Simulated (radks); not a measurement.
Results of a calculation; reference values are marked as such.
Effect of the nuclear size on the gallium ion Ga+, [Ar] 3d10 4s2. Code: a radial shooting solver on a logarithmic mesh with Libxc functionals. Model: Dirac Kohn-Sham, PBE, spin-unpolarised, spherical densities, finite nucleus; Fermi nuclear charge, rms radius 3.9973 fm. The rms radius is varied about that value; shifts are against it.

rms radius (fm)  total energy shift (eV)  density at nucleus (e/bohr^3)  1s1/2 shift (meV)  2s1/2 shift (meV)  2p1/2 shift (meV)  3s1/2 shift (meV)  3p1/2 shift (meV)
3.2978                           -0.0903                      2.858e+04              -38.4              -3.70              0.314             -0.539              0.058
3.6655                           -0.0449                       2.84e+04              -19.1              -1.84              0.156             -0.268              0.029
3.9973                                 0                      2.825e+04              0.000              0.000              0.000              0.000              0.000
4.1972                            0.0288                      2.817e+04               12.2               1.18             -0.100              0.172             -0.019
4.8527                             0.132                      2.793e+04               56.3               5.42             -0.460              0.791             -0.086

Slopes of the eigenvalues against <r^2> in GHz/fm^2, as finite differences over the two radii next to the reference (eigenvalue slopes, not the field-shift constants of lines): 1s1/2 1810, 2s1/2 174, 2p1/2 -14.8, 3s1/2 25.5, 3p1/2 -2.75.
